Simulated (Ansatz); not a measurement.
```yaml
crystal:
  periodic: [false, false, false]
  atoms:
    - {symbol: C, position_ang: [-1.079392, 0.476252, -0.353338]}
    - {symbol: N, position_ang: [-0.036995, 0.023948, 0.246152]}
    - {symbol: In, position_ang: [2.258366, -0.485215, -0.654686]}
    - {symbol: H, position_ang: [-1.874358, 0.715229, -0.054479]}
    - {symbol: H, position_ang: [-0.881668, 0.897615, -1.519367]}
    - {symbol: H, position_ang: [-0.406051, -0.245754, 1.299662]}
    - {symbol: H, position_ang: [2.376925, -1.160515, 1.137518]}
basis:
  gaussian: {orbitals: "6-311G**"}
hamiltonian: {xc: {name: B2PLYP}}
output: {forces: true}
```

```sh
$ ansatz run in.yaml --threads 2 --pin off --events-out ev --progress --plain --max-ram 4352MiB
```

Task: How does Ansatz answer? (Best estimate.)

Result: Ansatz gave: The input was rejected before any iteration.
```
Error: <dir> can't be read: No such file or directory (os error 2)
```
